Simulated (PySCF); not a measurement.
1,1,1-trifluoroethane (C₂H₃F₃), SMILES FC(F)(F)C.

Geometry optimised at B3LYP-D3(BJ)/def2-SVP.

Two levels are set side by side: TDA-PBE/def2-SVPD (PySCF) and TDA-CAM-B3LYP/def2-SVPD (PySCF). Vertical, same geometry. The lowest singlet is HOMO→LUMO 100 % with PBE and HOMO→LUMO 96 % with the other functional; states are paired by order. Differences are taken from unrounded values.

| quantity | TDA-PBE |
|---|---|
| lowest singlet excitation (eV) | 9.35 |
| lowest triplet excitation (TDA) (eV) | 9.18 |
| first bright state (f over 0.05) (eV) | 9.35 |
| its oscillator strength | 0.06 |

These are the TDA-PBE values. What does TDA-CAM-B3LYP give? (An estimate is asked for; the answer gives what the named calculation found.)


```
quantity                               TDA-CAM-B3LYP  TDA-PBE minus TDA-CAM-B3LYP
-------------------------------------  -------------  ---------------------------
lowest singlet excitation (eV)                 10.73                        -1.38
lowest triplet excitation (TDA) (eV)           10.49                        -1.31
first bright state (f over 0.05) (eV)          10.73                        -1.38
its oscillator strength                         0.07                        -0.01
```

Functionals without exact exchange tend to place singlet excitations lower, as here. Differences between two approximate levels are no errors against the true value.

Rough cost on one machine, each run with all the roots and properties that it gave: TDA-CAM-B3LYP against TDA-PBE about 4 times.
